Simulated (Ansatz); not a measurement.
`[SiH3][AlH][Cl]` + CH₃NH₂ → `C[NH][AlH][Cl]` + SiH₄ at 298.15 K and 1 bar (cleavage of the Al–Si bond).

Program: Ansatz. Geometries: PBE0-D4/def2-TZVP. ΔE: electronic, gas phase. CCSD(T)/CBS adds triple-zeta CCSD(T) − MP2 to the extrapolated MP2 energy (def2 sets, frozen cores). This one scheme is used for every species. Each species was taken in one conformer, which may not be the lowest.

```csv
species,CCSD(T)/CBS energy (Eh),H − E (kJ/mol),S (J/(mol·K))
`[SiH3][AlH][Cl]`,-993.32756,104.0,338.4
CH₃NH₂,-95.75281,180.0,240.4
`C[NH][AlH][Cl]`,-797.65353,184.3,328.0
SiH₄,-291.46306,92.1,204.8
```

H − E and S are ideal-gas, rigid-rotor, harmonic terms from PBE0-D4/def2-TZVP, for one conformer and one mirror image of each species. 1 Eh = 2625.50 kJ/mol, R = 8.31446 J/(mol·K).

Q: By hand: ΔE, ΔH, ΔS and ΔG.

A: ΔE = (-797.65353) + (-291.46306) − (-993.32756) − (-95.75281) = -0.03622 Eh = -95.1 kJ/mol. Δ(H − E) = 184.3 + 92.1 − 104.0 − 180.0 = -7.6, so ΔH = -102.7 kJ/mol. ΔS = 328.0 + 204.8 − 338.4 − 240.4 = -46.0 J/(mol·K). ΔG = -102.7 − 298.15 × (-46.0)/1000 = -89.0 kJ/mol.

Q: By hand: the equilibrium constant, and the temperature at which ΔG would vanish if ΔH and ΔS stayed fixed.

A: log₁₀ K = −ΔG/(RT ln 10) = 15.6. ΔG = 0 at ΔH/ΔS = 2233 K.

ΔH outweighs TΔS. A doubt of 5 kJ/mol in ΔE shifts log₁₀ K by 0.9 here. Other conformers and mirror images would add mixing entropy, several J/(mol·K) or more a flexible species. Modes under 60 cm⁻¹, often nearly free rotors, make the harmonic entropy too high. These are equilibria of isolated gas molecules and say nothing of rates. Largest T1 diagnostic: 0.011 (customary marks: 0.02 for closed shells, 0.045 for open ones).
